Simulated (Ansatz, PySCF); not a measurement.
Molecule: CH6OSi (charge 0, singlet). SMILES: [SiH3]OC
Geometry: optimised at B3LYP-D3(BJ)/def2-TZVP (Ansatz, an electronic-structure program).

PBE beside other levels, property by property. Valence correlation only, unless marked. UHF or UKS for open shells. No spin-orbit coupling. Non-relativistic. CBS(X,Y): correlation extrapolated as X^-3; Hartree-Fock from the larger set (for Q and 5 zeta extrapolated as (X+1)exp(-9√X)). The bracket is a focal-point correction in the basis named. Rows marked 298 K are enthalpies with B3LYP-D3(BJ) harmonic zero-point and thermal terms. Atomisation energies are electronic, to ground-state atoms; the column to compare with has the core term from cc-pwCVTZ added, other frozen-core levels have none. Vertical energies are electronic, to the SCF solution reached for that spin. Frequencies are from Ansatz or PySCF. Anions need diffuse functions, of which def2-TZVPD holds fewer than the aug- sets. The coupled-cluster column (Ansatz) is a level with limits of its own: (a) RI-MP2/CBS(aug-cc-pV(T+d)Z,aug-cc-pV(Q+d)Z)+[CCSD(T)-MP2]/aug-cc-pV(T+d)Z; (b) CCSD(T)/CBS(aug-cc-pV(T+d)Z,aug-cc-pV(Q+d)Z); (c) CCSD(T)/CBS(cc-pV(Q+d)Z,cc-pV(5+d)Z).

```csv
property,PBE/def2-TZVPD (Ansatz),SVWN5/def2-TZVPD (Ansatz),r2SCAN-D4/def2-TZVPD (Ansatz + dftd4),wB97M-V/def2-TZVPD (Ansatz),coupled cluster
vertical ionisation energy to the doublet (eV),10.11,10.21,10.26,10.65,10.93 (b)
"C-O bond dissociation enthalpy, 298 K, to [O][SiH3] + [CH3] (CH3) (kcal/mol)",89.5,110.4,85.0,93.1,94.5 (a)
"C-H bond dissociation enthalpy, 298 K, to [CH2]O[SiH3] + H atom (kcal/mol)",91.8,102.5,91.4,95.9,97.0 (c)
"O-Si bond dissociation enthalpy, 298 K, to [SiH3] (SiH3) + C[O] (kcal/mol)",100.4,117.1,101.2,109.3,111.9 (a)
"proton affinity at O, enthalpy at 298 K, to C[OH+][SiH3] (kcal/mol)",185.5,178.8,185.8,184.8,187.1 (c)
atomisation energy (kcal/mol),740.6,833.2,741.1,743.3,745.4 (c)
"H-Si bond dissociation enthalpy, 298 K, to CO[SiH2] + H atom (kcal/mol)",85.3,94.3,87.4,92.7,93.0 (b)
"deprotonation enthalpy (H-Si bond), 298 K, to CO[SiH2-] + H+ (kcal/mol)",369.2,360.3,375.0,371.4,376.1 (b)
```

As the rows show:
- vertical ionisation energy to the doublet: PBE lies 0.82 eV below coupled cluster.
- C-O bond dissociation enthalpy, 298 K, to [O][SiH3] + [CH3] (CH3): PBE lies 5.0 kcal/mol below coupled cluster.
- C-H bond dissociation enthalpy, 298 K, to [CH2]O[SiH3] + H atom: PBE lies 5.2 kcal/mol below coupled cluster.
- O-Si bond dissociation enthalpy, 298 K, to [SiH3] (SiH3) + C[O]: PBE lies 11.5 kcal/mol below coupled cluster.
- proton affinity at O, enthalpy at 298 K, to C[OH+][SiH3]: PBE lies 1.6 kcal/mol below coupled cluster.
- atomisation energy: PBE lies 4.8 kcal/mol below coupled cluster.
- H-Si bond dissociation enthalpy, 298 K, to CO[SiH2] + H atom: PBE lies 7.7 kcal/mol below coupled cluster.
- deprotonation enthalpy (H-Si bond), 298 K, to CO[SiH2-] + H+: PBE lies 6.9 kcal/mol below coupled cluster.
